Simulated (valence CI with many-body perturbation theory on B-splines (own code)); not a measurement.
## Cl XIII in brief

Method: relativistic CI+MBPT: three valence electrons over a frozen Dirac-Fock core [He], a basis of 9 s, 9 p, 8 d, 6 f, 3 g, 1 h functions for each j, with the one-electron correlation potential Σ1 (screened to all orders), the two-electron term Σ2, the three-electron term Σ3, Breit, model QED; selected single and double excitations, second order for the rest, scaled by the run's own slope (own B-spline code, finite nucleus).

No measured levels were compared; by estimate levels of excited configurations hold to 0.05 to 0.15 % of their energy, terms of the ground configuration to about 0.5 %.

Rates and lifetimes use the calculated energies. Strong lines usually hold to 10 to 20 %, long lifetimes can be off by a factor of two.

What is the ground level?

2s2.2p 2P°_1/2, composition 97 % 2s2.2p 2P° + 3 % 2p3 2P°, g = 0.664.

What is the ionisation energy?

656.27 eV; NIST lists 656.3 ± 0.12 eV (semi-empirical).

What are the static dipole polarisabilities of the lowest levels?

2s2.2p 2P°_1/2 0.0604; 2s2.2p 2P°_3/2 0.0606 (tensor 0.0051) bohr³, of which the core gives 0.000116.

How well does LS coupling describe the low levels?

Among the lowest 20 levels the leading LS term, summed over configurations, holds 98 % on average. For single configurations the figures are 96 % in LS and 76 % in jj coupling. Terms mix most in the J = 1/2 level at 59.14 eV, where the leading one holds 86 %.

Name the longest-lived excited levels whose lifetime is computed, and their main decay.

2s2.2p 2P°_3/2 at 2.16 eV lives 21.0 ms, mostly by M1 to 2s2.2p 2P°_1/2; 2s.2p2 4P_3/2 at 26.98 eV lives 2.68 μs, mostly by E1 to 2s2.2p 2P°_3/2; 2s.2p2 4P_5/2 at 28.08 eV lives 708 ns, mostly by E1 to 2s2.2p 2P°_3/2.
